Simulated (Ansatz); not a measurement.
Ansatz (an electronic-structure program) input (HF/6-31G*):

Ansatz 0.2 input:
```yaml
crystal:
  periodic: [false, false, false]
  atoms:
    - {symbol: F, position_ang: [0.00000000, 0.00000000, 1.18466364]}
    - {symbol: B, position_ang: [-0.00000000, -0.00000000, -0.08808013]}
    - {symbol: O, position_ang: [-0.00000000, -0.00000000, -1.27769651]}
basis:
  gaussian:
    orbitals: 6-31G*
hamiltonian:
  xc: {name: HF}
phonons: {temperatures: {t_min: 298.15, t_max: 298.15, t_step: 100}}
```

Which harmonic wavenumbers does it give?

545, 545, 1094, 2310 cm⁻¹ (unscaled; negative means imaginary).
